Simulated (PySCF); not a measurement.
## Unknowns

One conformer, one averaged value for each set of equivalent atoms, no solvent, no relativistic terms. Structure optimised with GFN2-xTB; σ from GIAO-PBE0/pcSseg-1; PySCF.

Scale: TMS for ¹H, ¹³C (reference shieldings calculated alike). Where no couplings were computed, multiplicities follow the n + 1 count of equivalent neighbours, and m marks all less simple cases (inequivalent or close neighbours, rings, F or P nearby). Shifts are as computed. Against solution values, carbons near 30 ppm lie about +3 ppm off and those near 130 ppm about +5 ppm; carbons on Cl a further +6 ppm. Of 1309 compounds with measured shifts, 239 miss one by over three times the rms of a fit or turn the order of signals round; such compounds aren't used in these exercises. Carbons bonded to Cl come out too deshielded. OH and NH positions are gas-phase values without hydrogen bonding to other molecules.

(1) CH₁₂N₂O₂Si₃. ¹H NMR (300 MHz, computed): δ 4.65 (s, 6H), 4.02 (s, 3H), 1.80 (br s, 1H), 0.53 (br s, 2H). ¹³C{¹H} NMR (computed): δ 52.4 (CH3). Give a structure.

(2) C₇H₇ClO. ¹H NMR (400 MHz, computed): δ 4.10 (m, 1H), 3.23 (m, 1H), 3.17 (m, 1H), 2.87 (m, 1H), 2.51 (m, 1H), 1.97 (m, 1H), 1.85 (d, 1H). ¹³C{¹H} NMR (computed): δ 83.8 (C), 82.9 (CH), 62.4 (CH), 57.9 (CH), 53.8 (CH), 41.8 (CH2), 41.8 (CH). Identify the compound.

## Answers

(1) SMILES CO[Si@@](N)(O)N([SiH3])[SiH3]. Rings plus π bonds: 0. Carbon types of the structure: 1 × CH3, leaving 9 H on heteroatoms. δC 52.4: methyl carbon bonded to O; the inductive effect lowers its shielding. δH 4.02: hydrogen on a methyl carbon bonded to O; its carbon carries O, an electronegative neighbour. δH 1.80: hydrogen on an oxygen bonded to Si; labile proton, position sensitive to the medium. δH 0.53: hydrogen on a nitrogen bonded to Si; labile proton, position sensitive to the medium.

This is the structure that produced the data.

(2) SMILES Cl[C@@H]1[C@H](C#C)[C@@H]2O[C@@H]2C1. Rings plus π bonds: 4 (2 rings in the answer). 7 carbon signals for 7 carbons: no two carbons are equivalent. Carbon types of the structure: 1 × C, 5 × CH, 1 × CH2, which accounts for all hydrogens. δC 83.8: alkyne carbon; sp carbons lie upfield of alkene carbons because the cylindrical π system leaves one tensor component strongly shielded. δC 82.9: terminal alkyne carbon; sp carbons lie upfield of alkene carbons because the cylindrical π system leaves one tensor component strongly shielded. δC 62.4: sp3 CH bonded to Cl; the inductive effect lowers its shielding. δC 41.8: sp3 CH2 in a ring; saturated and bonded to C and H only.

The data come from this structure; uniqueness wasn't tested.
